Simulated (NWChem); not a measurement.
A series in which one site is exchanged, each optimised at PBE0/def2-SVP with NWChem, gas phase unless a solvent is named. All stand in one matching conformer (torsions within 35°), which need not be the lowest. This build's default masses of Se (78.918 u) and Br (79.917 u) are each other's, which moves their modes by up to 0.6 %. For some, no frequency run checked for a minimum. def2 effective core potentials on I; no spin-orbit coupling.

A: O[SiH](Cl)Cl (SiH2OCl2; site = H)
B: O[Si](Cl)(Cl)Cl (SiHOCl$_{3}$; site = Cl)
C: I[Si](Cl)(O)Cl (SiHOICl2; site = I)
D: O[Si](Cl)(Cl)Br (SiHOBrCl₂; site = Br)

### Question
Rank them by orbital gap (eV), PBE0/def2-SVP, lowest first.

### Answer
C (7.08), D (8.55), B (9.39), A (9.91)
